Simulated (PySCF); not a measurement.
**Shapes and spin states of AuF₃**

Computed with PySCF, PBE, basis Au def2-SVP with ECP60, F def2-SVP (scalar-relativistic core potentials, no spin–orbit coupling, density fitting).

Relaxations began from a few typed shapes and spin states; open shells are unrestricted. The search is not exhaustive: other isomers or separated fragments can lie lower, and high-lying points may rest on an excited occupation.

| spin | group | bonds | angles | imaginary modes (cm⁻¹) | ΔE (kJ/mol) | ΔE with ZPE (kJ/mol) |
| --- | --- | --- | --- | --- | --- | --- |
| singlet | Cs | Au–F 1.914 Å, Au–F 1.924 Å (×2) | F–Au–F 92.6°, F–Au–F 97.6°, F–Au–F 169.8° | none | 0.0 | 0.0 |
| singlet | C2v | Au–F 1.914 Å, Au–F 1.924 Å (×2) | F–Au–F 95.1° (×2), F–Au–F 169.9° | none | 0.0 | -0.2 |
| triplet | C2v | Au–F 1.930 Å (×2), Au–F 2.018 Å | F–Au–F 104.0° (×2), F–Au–F 152.0° | none | 36.9 | 35.5 |

The lowest minimum found is the singlet Cs: Au–F 1.914 Å, Au–F 1.924 Å (×2); F–Au–F 92.6°, F–Au–F 97.6°, F–Au–F 169.8°.

Formally Au is in oxidation state +3, d8, with 0 unpaired electrons (the high-spin count would be 2). The polar-tensor charge on Au, 1.09, is far below the formal one.

For the lowest minimum: stability towards spin polarisation was not tested. With an element this heavy the missing spin–orbit coupling can shift these numbers.
